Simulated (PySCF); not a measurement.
Correlation energy of Ru (ruthenium, neutral)

[Kr] 4d7 5s1, high-spin 5F determinant. All numbers are calculated (PySCF 2.14, scalar relativity through the core potential, in def2-TZVPPD with the def2 core potential (28 electrons)). Frozen: nothing; 16 electrons correlated.

| level | correlation energy (mhartree) |
| --- | --- |
| CCSD | -472.80 |
| (T) | -14.37 |
| CCSD(T) | -487.17 |

Diagnostics: T1 = 0.014, D1 = 0.0664, largest double amplitude 0.026.

Task: Is a single reference adequate?

Result: Yes, within this model without spin-orbit coupling: T1 lies below 0.03 and no double amplitude reaches 0.07.

The basis has no tight functions for the innermost shells, so their pair energies are far from complete.

This basis was not built for core-valence correlation, so the inner-shell part is incomplete.
